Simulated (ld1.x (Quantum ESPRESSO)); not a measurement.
PBEsol PAW dataset for Te (Z = 52), scalar-relativistic all-electron reference.

tellurium, PAW, made with ld1.x (Quantum ESPRESSO) 7.5 (PBEsol, scalar-relativistic). Core [Kr], reference 4d10 5s1 5p5. Waves: 5s (bound): rcut 1.55, rcutus 1.80 bohr; 5s channel at 0.4 Ry: rcut 1.55, rcutus 1.80 bohr; 5p (bound): rcut 1.50, rcutus 2.10 bohr; 5p channel at 4.75 Ry: rcut 1.50, rcutus 2.10 bohr; 4d (bound): rcut 1.55, rcutus 1.70 bohr; 4d channel at 0.3 Ry: rcut 1.55, rcutus 1.70 bohr. Local part: all-electron potential smoothed inside 1.55 bohr (lloc = -2). Core correction: Bessel-smoothed model core, default radius (core density twice the valence density). Augmentation charge: PSQ, inside the norm-conserving radii.

All-electron outer shells of the reference configuration (PBEsol, scalar-relativistic, ld1.x):

| shell | level (eV) | outermost node (bohr) | outermost maximum (bohr) |
| --- | --- | --- | --- |
| 4s | -165.56 | 0.38 | 0.70 |
| 4p | -115.63 | 0.38 | 0.74 |
| 4d | -42.93 | 0.36 | 0.81 |
| 5s | -15.90 | 0.91 | 1.77 |
| 5p | -6.52 | 1.00 | 2.14 |

(1) Estimate the cutoffs (Ry, on a coarse ladder) from which the occupation-weighted sum of valence levels, in a spherical-Bessel basis at the reference potential, stays within 10 and 1 mRy of its value at 400 Ry.

(2) Does the potential have ghost states?

(3) Is the overlap operator S = 1 + Σ q|β⟩⟨β| positive definite (Bessel basis up to 400 Ry)?

(4) Which valence shell sets the plane-wave cutoff?

(5) Tests: 4d10 5s2 5p4; 4d10 5s2 5p3; 4d10 5s2 5p2; 4d9 5s2 5p5; 4d10 5s2 5p4.3; 4d10 5s2 5p3.5; 4d10 5s2 5p1. Which has the largest error in its energy relative to the reference configuration, and how large is it?

## Answers

(1) 40 Ry and 80 Ry.

(2) No extra level below or beside the all-electron valence levels (s, p, d, f tested).

(3) Yes: its lowest eigenvalue is 0.09 (d channel).

(4) 4d: its level needs 40 Ry to come within 1 mRy, against 15 Ry for 5s.

(5) 4d9 5s2 5p5, with -87 meV (all-electron minus pseudo) on +28.89 eV.
